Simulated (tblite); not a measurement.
Compound: C6H11P.
Atom-mapped SMILES: `[CH2:1]=[CH:2][P:3]1[CH2:4][CH2:5][C@H:6]1[CH3:7]` (hydrogens: H8, H9 on C1; H10 on C2; H11, H12 on C4; H13, H14 on C5; H15 on C6; H16, H17, H18 on C7)

Computed with GFN2-xTB (tblite), gas phase: L-BFGS steps from a force-field or distance-geometry start until the largest atomic force falls under 0.01 eV/Å.

Geometry at step 0:
```
atom  x, y, z in Å
C1      2.5684   -1.1196    0.7995
C2      1.5549   -0.6302    0.0447
P3      0.7207    0.9123    0.6006
C4      0.2262    1.6452   -1.0311
C5     -0.9850    0.6739   -1.0972
C6     -1.0890    0.4667    0.4333
C7     -1.6106   -0.8670    0.9086
H8      2.8980   -0.6279    1.7182
H9      3.0827   -2.0274    0.5073
H10     1.2713   -1.1659   -0.8463
H11     0.9789    1.5321   -1.8059
H12    -0.0437    2.6875   -0.8939
H13    -1.8836    1.1249   -1.5439
H14    -0.7769   -0.2419   -1.6786
H15    -1.6438    1.2897    0.9229
H16    -2.6801   -0.9617    0.6917
H17    -1.4988   -0.9670    2.0003
H18    -1.0983   -1.7175    0.4380
```

Problem. Give the atomic forces at this geometry.

Solution. 
```
atom  Fx (eV/Å)  Fy (eV/Å)  Fz (eV/Å)
  C1     -1.060      0.600     -0.672
  C2      1.123     -0.317      1.276
  P3      0.909     -0.054      0.880
  C4     -0.138     -0.934     -0.182
  C5     -0.489      0.785     -0.266
  C6     -0.011     -0.311     -0.543
  C7     -0.196     -0.451      0.453
  H8     -0.192     -0.216     -0.485
  H9     -0.021      0.160      0.128
 H10     -0.142      0.090     -0.181
 H11     -0.042      0.144     -0.186
 H12     -0.128      0.032     -0.138
 H13      0.090     -0.082      0.024
 H14      0.071      0.355      0.538
 H15      0.078     -0.262     -0.329
 H16      0.144      0.049     -0.057
 H17      0.055      0.055     -0.368
 H18     -0.050      0.358      0.108
```

The largest, 1.73 eV/Å, acts on C2; the rms over all components is 0.444 eV/Å. The forces sum to zero within rounding, as they must for an isolated molecule in no field.

Problem. Give the force on C2 in Eh/bohr and in nN.

Solution. 1.729 eV/Å ÷ 51.422 = 0.03363 Eh/bohr, and 1.729 eV/Å × 1.602 = 2.77 nN.

Problem. How far is this geometry from the end of the optimisation?

Solution. 0.186 eV above it, and 0.456 Å rms away after alignment. The bonds farthest from their final lengths, with half the difference of the two atoms' forces along the bond (positive lengthens):

| bond | now (Å) | final (Å) | force along bond (eV/Å) |
| --- | --- | --- | --- |
| P3–C6 | 1.871 | 1.903 | +0.54 |
| C1=C2 | 1.355 | 1.325 | -1.52 |
| P3–C4 | 1.856 | 1.878 | +0.43 |
| C4–C5 | 1.554 | 1.533 | -0.40 |
| C1–H8 | 1.093 | 1.078 | +0.03 |
| C5–H14 | 1.105 | 1.090 | +0.02 |

The angle farthest from its final value is P3–C2–H10, 123.2° against 117.1°.

Of the 6 listed bonds off by 0.010 Å or more, this force points towards the final length in 4.

What follows is the cost of the whole relaxation. The run took 0.9 s on an Arm Neoverse V1 with one thread, shared host with 32 logical CPUs at a one-minute load of 24.
